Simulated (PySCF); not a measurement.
# Reading the logs of faulty runs: AlCFH4N

Calculated results; nothing here was measured. The program is PySCF 2.14.0, an open-source quantum chemistry code, run on an isolated molecule that a program drew, which may never have been made. The molecule is AlCFH4N (charge 0, doublet), drawn as the SMILES string `[CH2][NH][AlH][F]`.

Each row is a Hartree-Fock (HF) and frozen-core CCSD(T) single point in the cc-pV(D+d)Z basis, meant for a local HF minimum. Run 1 is clean. Each other run has one planted mistake out of seven kinds, and not every kind appears here: one electron removed, one electron added, multiplicity raised by two, geometry at a saddle point, minimal basis STO-3G, one bond length entered in bohr, all coordinates scaled. The reference is restricted for singlets and unrestricted otherwise, and also for a bond in bohr. Adding or removing an electron swaps singlet and doublet. Electrons count all cores. HOMO and LUMO are orbital energies over both spins, the gradient is its largest component, and the lowest frequency (negative if imaginary) is given only where the gradient is small. Bond lengths are over the 7 bonds as drawn. T1 is the CCSD diagnostic: over 0.02 (restricted) or 0.045 (unrestricted) a single reference is doubtful.

Geometry of the clean run:
```xyz
8
AlCFH4N, angstrom
C    -0.3477    0.7910   -1.0560
N     0.5480    1.6127   -0.3580
Al    2.3038    1.4560   -0.2149
F     3.0743    2.6537    0.6260
H    -1.3955    0.8294   -0.7853
H     0.0402   -0.1380   -1.4559
H     0.0924    2.4022    0.0619
H     3.1154    0.2703   -0.8258
```

```
run  electrons  basis functions  <S^2>  HOMO (eV)  LUMO (eV)  gradient (hartree/bohr)  lowest frequency (cm^-1)  mean bond (Å)  longest bond (Å)      T1  HF (hartree)  CCSD(T) (hartree)                 mistake
  1         39               85  0.760      -8.04       2.30                  1.2e-05                       139         1.3650             1.769  0.0170    -436.07716         -436.66185                no fault
  2         39               85  0.761      -8.19       2.19                  1.8e-02                         -         1.3978             1.811  0.0179    -436.07271         -436.66147  all coordinates scaled
  3         39               85  0.762      -7.74       2.32                  4.1e-05                      -468         1.3635             1.768  0.0172    -436.07648         -436.66155                       ?
  4         38               85  0.000     -17.87      -5.26                  1.2e-01                         -         1.3650             1.769  0.0218    -435.83185         -436.41859                       ?
```

**Which mistake was planted in run 3, and what did it cost?**

The gradient is small, so the point is stationary, but the lowest frequency is imaginary (-468 cm^-1). So the mistake is: geometry at a saddle point. Subtracting run 1 and multiplying by 627.51 kcal/mol a hartree, the energy moved by 0.4 kcal/mol in HF and 0.2 kcal/mol in CCSD(T).

**Which mistake was planted in run 4, and what did it cost?**

It counts 38 electrons, one fewer than the clean run, at the same geometry and basis. So the mistake is: one electron removed. Subtracting run 1 and multiplying by 627.51 kcal/mol a hartree, the energy moved by 153.9 kcal/mol in HF and 152.6 kcal/mol in CCSD(T).

Cautions from the logs. Run 4: T1 is over the limit, so its CCSD(T) energy is less reliable.
